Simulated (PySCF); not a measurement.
PySCF 2.14 output of an unrestricted BLYP calculation on a single atom or ion in x2c-QZVPPall (13s8p7d3f2g, 111 functions), with the spin-free X2C one-electron Hamiltonian (Gaussian nucleus):

```
SCF conv_tol = 1e-09
number electrons alpha = 21  beta = 18
    A. D. Becke.,  Phys. Rev. A 38, 3098 (1988)
    C. Lee, W. Yang, and R. G. Parr.,  Phys. Rev. B 37, 785 (1988)
    B. Miehlich, A. Savin, H. Stoll, and H. Preuss.,  Chem. Phys. Lett. 157, 200 (1989)
cycle= 1 E= -4046.66933070094  delta_E= -0.0219  |g|= 0.0451  |ddm|= 0.176
cycle= 2 E= -4046.66940909099  delta_E= -7.84e-05  |g|= 0.0203  |ddm|= 0.0127
cycle= 3 E= -4046.66942554375  delta_E= -1.65e-05  |g|= 0.0018  |ddm|= 0.00421
cycle= 4 E= -4046.66942593077  delta_E= -3.87e-07  |g|= 0.000613  |ddm|= 0.00139
cycle= 5 E= -4046.66942599567  delta_E= -6.49e-08  |g|= 1.27e-05  |ddm|= 0.000395
cycle= 6 E= -4046.6694259957  delta_E= -3.27e-11  |g|= 1.6e-07  |ddm|= 8.61e-06
converged SCF energy = -4046.6694259957  <S^2> = 3.7506569  2S+1 = 4.0003285
```

The run itself started from symmetry-adapted Hartree-Fock orbitals and held the occupation by maximum overlap, on a logarithmic radial grid, so the iterations belong to that start.

Which element, charge and spin multiplicity is this?

Mo³⁺ (molybdenum, charge +3), multiplicity 4; the state was [Kr] 4d3, high-spin 4F determinant.
